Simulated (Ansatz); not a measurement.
Job for Ansatz (a program for electronic structure): R-wB97M-V/def2-TZVPP on C2H8Sn (SMILES [CH3][SnH2][CH3]), a point of a torsion scan. Elements past Kr take the def2 small-core potentials; no spin–orbit coupling.

Ansatz 0.2 input:
```yaml
crystal:
  periodic: [false, false, false]
  atoms:
    - {symbol: C, position_ang: [1.73607279, -0.58374858, -0.10147368]}
    - {symbol: Sn, position_ang: [0.05179906, 0.77187980, -0.02588947]}
    - {symbol: C, position_ang: [0.66819791, 2.77442174, 0.50830453]}
    - {symbol: H, position_ang: [2.41881047, -0.37755822, 0.71495291]}
    - {symbol: H, position_ang: [1.41061455, -1.61394043, -0.02899562]}
    - {symbol: H, position_ang: [2.27493761, -0.45962108, -1.03395319]}
    - {symbol: H, position_ang: [-0.75290886, 0.77981771, -1.49742690]}
    - {symbol: H, position_ang: [-1.08441433, 0.21841983, 1.07698332]}
    - {symbol: H, position_ang: [-0.17948456, 3.44822687, 0.52837825]}
    - {symbol: H, position_ang: [1.38920843, 3.15165355, -0.20809336]}
    - {symbol: H, position_ang: [1.12845515, 2.77256856, 1.48993410]}
basis:
  gaussian:
    orbitals: def2-TZVPP
hamiltonian:
  xc: {name: wB97M-V}
scf: {lower_state_search: off}
```

Program output:

```
WARN ansatz: RAYON_NUM_THREADS=1 ignored (pool sized by the plan → 1); use --threads N
Functional definition: wB97M-V
these checks for a lower state are left out or cut short: stability, starts, cluster_reference, orbital_swaps, neighbouring_geometries, increment
integrals: 0.17 GiB planned
1264 factors; their error is unknown
integrals: 0.20 GiB planned
330 factors; integrals over basis functions are off by at most 8.6e-6 eV
mean field: 1.50 GiB planned
mean field evaluation 1: about -8027.5217 eV, gradient 5.2e1 eV
mean field evaluation 2: about -8029.4926 eV, gradient 4.1e1 eV
mean field evaluation 4: about -8033.4470 eV, gradient 9.7e-1 eV
mean field evaluation 8: about -8033.4838 eV, gradient 4.2e-1 eV
mean field evaluation 16: about -8033.4840 eV, gradient 8.6e-6 eV
mean field -8033.48404679 eV, -295.2250934286 hartree, gradient 8.6e-6 eV, S^2 0.000000; 0 other end points of the search recorded, 0 dependent functions left out
reference -8033.48410689 eV, -295.2250956370 hartree; 21, 21 occupied and 203, 203 virtual orbitals, 1264 factors
Total energy: -8033.48410689 eV, -295.2250956370 hartree
Checks for a lower state left out: stability, starts, cluster_reference, orbital_swaps, neighbouring_geometries, increment
```

Self-consistency was reached.

Cost: very roughly 8 core-seconds.
